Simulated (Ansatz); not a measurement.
System: C₄H₆, charge 0, singlet. C4H6 (SMILES C(=C)=CC).
B3LYP-D3(BJ)/def2-TZVP minimum from Ansatz (a quantum-chemistry and plane-wave program):
```xyz
10

C      1.9066     0.3489    -0.1390
C      0.6909    -0.1159    -0.1289
C     -0.5275    -0.5733    -0.1159
C     -1.7383     0.2169     0.3000
H      2.5512     0.2669     0.7294
H      2.3203     0.8326    -1.0172
H     -0.6922    -1.6021    -0.4273
H     -2.4617     0.2753    -0.5175
H     -2.2422    -0.2626     1.1433
H     -1.4658     1.2301     0.5921
```

Total energies in hartree (Ansatz). Radicals and triplets start from unrestricted determinants; spin-orbit coupling is neglected. Cores are frozen in correlated methods. No relativity. Where a partner has so few electrons that a lower coupled-cluster level is exact, that level stands in.

| species | HF/cc-pVTZ | CCSD(T)/cc-pVTZ | HF/cc-pVQZ | CCSD(T)/cc-pVQZ | CCSD(T)/cc-pVDZ | CCSDT(Q)/cc-pVDZ |
|---|---|---|---|---|---|---|
| 1: C4H6 (SMILES C=C=CC) | -154.95666 | -155.67540 | -154.96658 | -155.72034 | -155.51482 | -155.51723 |
| 2: C (triplet) | -37.69157 | -37.78076 | -37.69331 | -37.78654 | -37.76038 | -37.76071 |
| 3: H (doublet) | -0.49981 | -0.49981 | -0.49995 | -0.49995 | -0.49928 | -0.49928 |

Question: Work out the atomisation energy (electronic, to ground-state atoms) in kJ/mol: take Hartree-Fock from cc-pVQZ, extrapolate the CCSD(T) correlation energy as X^-3 (X = 3, 4), and add CCSDT(Q) - CCSD(T) in cc-pVDZ. 1 hartree = 2625.5 kJ/mol.

Answer: 
Species 1: correlation (64·(-0.75376) - 27·(-0.71874))/37 = -0.77932; step -0.00241; E1 = -154.96658 + (-0.77932) + (-0.00241) = -155.74831
Species 2: correlation (64·(-0.09323) - 27·(-0.08919))/37 = -0.09618; step -0.00033; E2 = -37.69331 + (-0.09618) + (-0.00033) = -37.78982
Species 3: correlation (64·(0.00000) - 27·(0.00000))/37 = 0.00000; step +0.00000; E3 = -0.49995 + (0.00000) + (+0.00000) = -0.49995
-1·E1 +4·E2 +6·E3 = 1.58933 hartree = 4172.8 kJ/mol.
